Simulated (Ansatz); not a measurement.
Program: Ansatz. Geometries: PBE0-D4/def2-TZVP. ΔE: electronic, gas phase. CCSD(T)/CBS is the MP2 limit (def2-TZVPP, def2-QZVPP) plus CCSD(T) − MP2 in def2-TZVPP, frozen cores. One conformer a species, not always the lowest.

`C=C[SiH](C)O[SiH3]` + `OCS` → `OCS[SiH3]` + `C=C[SiH](C)O`  (ligand exchange at the Si–O bond)

`C=C[SiH](C)O[SiH3]`:

Z-matrix (Å, degrees):
```
Si
C 1 1.857
O 1 1.642 2 108.9
C 1 1.858 2 111.5 3 120.2
H 1 1.492 2 109.0 3 -118.6
C 2 1.330 1 123.5 3 -3.1
H 2 1.090 1 118.6 3 177.0
Si 3 1.631 1 144.5 2 -86.8
H 4 1.093 1 110.6 2 58.7
H 4 1.092 1 110.9 2 178.6
H 4 1.093 1 110.6 2 -61.0
H 6 1.087 2 122.4 1 -179.8
H 6 1.087 2 121.6 1 0.1
H 8 1.488 3 110.7 1 -17.6
H 8 1.484 3 109.0 1 -138.0
H 8 1.487 3 109.8 1 102.6
```

`OCS`:

Z-matrix (Å, degrees):
```
C
S 1 1.793
O 1 1.405 2 110.6
H 1 1.095 2 109.2 3 123.4
H 1 1.097 2 104.5 3 -120.8
H 2 1.343 1 96.4 3 -70.0
H 3 0.962 1 108.1 2 177.5
```

`OCS[SiH3]`:

Cartesian coordinates in Å:
```
O 0.439 1.791 0.993
C 0.706 0.438 1.156
S 1.315 -0.409 -0.357
Si -0.559 -0.906 -1.227
H -0.265 1.897 0.346
H 1.520 0.358 1.875
H -0.156 -0.121 1.538
H -0.283 -1.489 -2.561
H -1.407 0.312 -1.381
H -1.310 -1.872 -0.382
```

`C=C[SiH](C)O`:

Cartesian coordinates in Å:
```
C 1.877 0.796 -0.973
C 1.002 0.848 0.028
Si -0.072 -0.592 0.519
C -1.840 -0.022 0.691
O 0.083 -1.821 -0.574
H 2.491 1.645 -1.257
H 2.022 -0.114 -1.550
H 0.910 1.786 0.576
H 0.397 -1.171 1.804
H -1.916 0.759 1.454
H -2.489 -0.848 0.989
H -2.219 0.394 -0.247
H -0.245 -1.662 -1.460
```

```tsv
species	CCSD(T)/CBS(def2) energy (Eh)
`C=C[SiH](C)O[SiH3]`	-773.59167
`OCS`	-513.38917
`OCS[SiH3]`	-803.69249
`C=C[SiH](C)O`	-483.27044
```

Work out ΔE.

ΔE = (-803.69249) + (-483.27044) − (-773.59167) − (-513.38917) = 0.01791 Eh = +11.2 kcal/mol.

Largest T1 diagnostic among the species: 0.012.

In def2-TZVPP, CCSD(T) changes the Hartree–Fock value by −5.1 kcal/mol (the triples alone add −1.2 kcal/mol) and MP2 by −5.6 kcal/mol. Leaving LDA and LC-ωPBE aside and taking each functional with its dispersion term where it has one, the values, not all of them listed here, spread over 7.6 kcal/mol, from revPBE-D4 to BHLYP-D4.
